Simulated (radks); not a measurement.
The numbers below are computed, except where a source is named.
He, 2 electrons, occupied as [He] (the NIST ground configuration).

Code: a radial shooting solver on a logarithmic mesh with Libxc functionals. Model: Dirac Kohn-Sham, BLYP, spin-unpolarised, spherical densities, point nucleus.

Energy parts (eV):
part                    energy
total                  -79.109
kinetic                 78.215
electron-nucleus      -183.643
Hartree                 55.221
exchange-correlation   -28.902

Orbitals (lengths in bohr, moments of r in powers of bohr; <r^-3> diverges for s and p1/2):
[
 {"orbital": "1s1/2", "occ.": "2", "eigenvalue (eV)": "-15.9159", "<r^-3>": "-", "<r^2>": "1.256", "small-component weight": "3.83e-05"}
]

The highest occupied level is 1s1/2 at -15.916 eV. Summed over all electrons, <r^2> = 2.512 bohr^2, which gives a Langevin (diamagnetic) susceptibility term of -1.99 x 10^-6 cm^3/mol. For comparison, the ionisation energy in NIST's Atomic Spectra Database is 24.587 eV (measured). In exact Kohn-Sham theory the highest level is minus the ionisation energy, but local and semilocal functionals leave it too shallow, through self-interaction and a potential that decays too fast; potentials with the right tail come closer. The density falls to 0.001 e/bohr^3 at r = 2.56 bohr.
